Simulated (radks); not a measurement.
Values are calculated unless marked as measured or tabulated.
Initial-state core-level shifts of the neodymium ion Nd+ when its valence configuration changes from [Xe] 4f4 6s1. Level of theory: scalar-relativistic Kohn-Sham, BLYP, spin-polarised, spherical densities, finite nucleus; open shells are filled with parallel spins first (spin-orbit coupling, left out, can overturn this in heavy ions); Fermi nuclear charge, rms radius 4.9123 fm (a radial shooting solver on a logarithmic mesh with Libxc functionals). Shifts are changes of the shell-averaged eigenvalues in eV (positive: less bound); the change of the density at the nucleus, which sets a Mossbauer isomer shift, is in e/bohr^3, on a base of 4.726e+05.

| valence | 2s | 3p | 4p | 4d | density at nucleus |
|---|---|---|---|---|---|
| 4f4 5d1 | +1.730 | +1.666 | +1.700 | +1.724 | -25.22 |
| 4f3 5d1 6s1 | -6.910 | -7.853 | -7.176 | -6.848 | +24.82 |
| 4f4 6s0.5 6p0.5 | -0.564 | -0.557 | -0.563 | -0.565 | -11.88 |
| 4f3.5 6s1.5 | -4.384 | -4.783 | -4.504 | -4.365 | +26.24 |
| 4f3 5d0.5 6s1.5 | -8.109 | -9.020 | -8.346 | -8.026 | +40.22 |
| 4f3 6s2 | -9.351 | -10.227 | -9.553 | -9.241 | +57.63 |
| 4f3 5d2 | -4.793 | -5.784 | -5.100 | -4.759 | -4.23 |
| 4f2 5d3 | -12.598 | -14.783 | -13.042 | -12.282 | +22.11 |
| 4f3 6s1 6p1 | -10.359 | -11.237 | -10.559 | -10.244 | +30.62 |
